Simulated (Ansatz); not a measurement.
Basis-set extrapolation for CH$_{4}$AlClFNO (PBE0-D4/def2-TZVP geometry, frozen core, Ansatz 0.2.0). Multiplicity 1, RHF reference.

|  | def2-TZVPP | def2-QZVPP |
| --- | --- | --- |
| HF | -970.628849 | -970.661290 |
| MP2 correlation | -1.116490 | -1.212813 |
| CCSD(T) correlation | -1.198517 | not run |

Energies in hartree. Use E(X) = E(∞) + A·exp(−7.88·√X) for Hartree–Fock and E(X) = E(∞) + B·X^(−2.97) for correlation, with X = 3 and 4, and add CCSD(T) minus MP2 of the smaller set to the MP2 limit.

What is the CCSD(T) energy at the basis-set limit?

HF limit: -970.661290 + (-0.032441) × 0.13774 = -970.66576. MP2 limit: -1.212813 + (-0.096323) × 0.74074 = -1.28416. Higher-order term: -1.198517 − (-1.116490) = -0.08203. Total: -972.03195 hartree, 128.4 kcal/mol below CCSD(T)/def2-TZVPP.
